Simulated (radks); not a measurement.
Values are calculated unless marked as measured or tabulated.
Ionisation of Eu47+, [Ne] 3s2 3p4, to Eu48+, [Ne] 3s2 3p3, under several functionals. Scalar-relativistic Kohn-Sham, spin-polarised, spherical densities, finite nucleus; open shells are filled with parallel spins first (spin-orbit coupling, left out, can overturn this in heavy ions); a radial shooting solver on a logarithmic mesh with Libxc functionals.

PBE: E(Eu47+) (hartree) -8745.0077; Exc (hartree) -135.7666; IE (eV) 4071.5; -e(HOMO) (eV) 4025.2; <r> HOMO (bohr) 0.2231; IE error (eV) +40.5
SCAN: E(Eu47+) (hartree) -8746.3624; Exc (hartree) -136.5252; IE (eV) 4068.9; -e(HOMO) (eV) 4024.6; <r> HOMO (bohr) 0.2233; IE error (eV) +37.9
LDA (Slater exchange, Perdew-Wang correlation): E(Eu47+) (hartree) -8737.3269; Exc (hartree) -128.0738; IE (eV) 4071.7; -e(HOMO) (eV) 4024.8; <r> HOMO (bohr) 0.2230; IE error (eV) +40.7
SOGGA: E(Eu47+) (hartree) -8741.3558; Exc (hartree) -132.1110; IE (eV) 4070.6; -e(HOMO) (eV) 4024.3; <r> HOMO (bohr) 0.2231; IE error (eV) +39.6
PW91: E(Eu47+) (hartree) -8745.7681; Exc (hartree) -136.5255; IE (eV) 4072.4; -e(HOMO) (eV) 4026.0; <r> HOMO (bohr) 0.2230; IE error (eV) +41.4
TASK exchange with Perdew-Wang LDA correlation: E(Eu47+) (hartree) -8743.8422; Exc (hartree) -133.6476; IE (eV) 4067.7; -e(HOMO) (eV) 4024.8; <r> HOMO (bohr) 0.2233; IE error (eV) +36.7
r2SCAN: E(Eu47+) (hartree) -8745.9813; Exc (hartree) -136.1015; IE (eV) 4068.9; -e(HOMO) (eV) 4024.4; <r> HOMO (bohr) 0.2233; IE error (eV) +37.9

NIST Atomic Spectra Database: 4031 eV (theoretical). Closest: TASK exchange with Perdew-Wang LDA correlation. The Delta-SCF values span 4.76 eV, the total energies 9.04 hartree. The highest occupied level is 3p. Open shells are spherical and high-spin; term and fine-structure splittings are not resolved. Spin-orbit splitting is averaged out at the scalar-relativistic level.
